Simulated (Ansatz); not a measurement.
CH9AlO2Si2, charge -1, doublet, geometry from GFN2-xTB (such geometries of metal compounds can be far from the true shape) (a state made from the parent by changing its charge; the spin is typed, not shown lowest) (a gas-phase anion, which may not be bound at this level); PBE/def2-SVP (Ansatz, a first-principles code).

Ansatz was given this input:
Ansatz 0.2 input:
```yaml
crystal:
  periodic: [false, false, false]
  atoms:
    - {symbol: Al, position_ang: [0.19354210, 0.30225555, 0.29566521]}
    - {symbol: C, position_ang: [1.05732663, 1.73202347, 1.56042372]}
    - {symbol: H, position_ang: [1.75424696, 1.28316310, 2.27448695]}
    - {symbol: H, position_ang: [0.30759973, 2.27173978, 2.15034991]}
    - {symbol: H, position_ang: [1.62034120, 2.49393643, 1.00907015]}
    - {symbol: O, position_ang: [-0.94728715, 1.05826374, -0.84777139]}
    - {symbol: Si, position_ang: [-1.94584385, 1.81303945, -1.83382635]}
    - {symbol: H, position_ang: [-3.34347479, 1.47647924, -1.50150112]}
    - {symbol: H, position_ang: [-1.68440660, 1.40863552, -3.22905358]}
    - {symbol: H, position_ang: [-1.79209964, 3.27615689, -1.74412881]}
    - {symbol: O, position_ang: [0.76244295, -1.36584032, 0.58358036]}
    - {symbol: Si, position_ang: [1.32118516, -2.82503503, 0.90117758]}
    - {symbol: H, position_ang: [0.22092115, -3.71167780, 1.32553676]}
    - {symbol: H, position_ang: [2.32576204, -2.78974776, 1.97964453]}
    - {symbol: H, position_ang: [1.95507832, -3.40159751, -0.29998414]}
basis:
  gaussian:
    orbitals: def2-SVP
hamiltonian:
  xc: pbe
total_charge: -1
magnetization: {spin_polarized: true, initial_magnetization: 1}
```

What the program printed (banner, timings and long lists left out):

```
Functional definition: PBE
1551 factors; their error is unknown
mean field evaluation 1: about -27593.2579 eV, gradient 5.0e1 eV
mean field evaluation 2: about -27557.1732 eV, gradient 1.0e2 eV
mean field evaluation 4: about -27604.3074 eV, gradient 8.3e0 eV
mean field evaluation 8: about -27604.6624 eV, gradient 1.5e-1 eV
mean field evaluation 16: about -27604.5675 eV, gradient 1.2e-3 eV
mean field evaluation 32: about -27604.2284 eV, gradient 6.5e0 eV
mean field -27604.56745270 eV, -1014.4491428391 hartree, gradient 2.8e-5 eV, S^2 0.752461; 4 other end points of the search recorded, 0 dependent functions left out
reference -27604.56751115 eV, -1014.4491449867 hartree; 37, 36 occupied and 104, 105 virtual orbitals, 1551 factors
Total energy: -27604.56751115 eV, -1014.4491449867 hartree
```
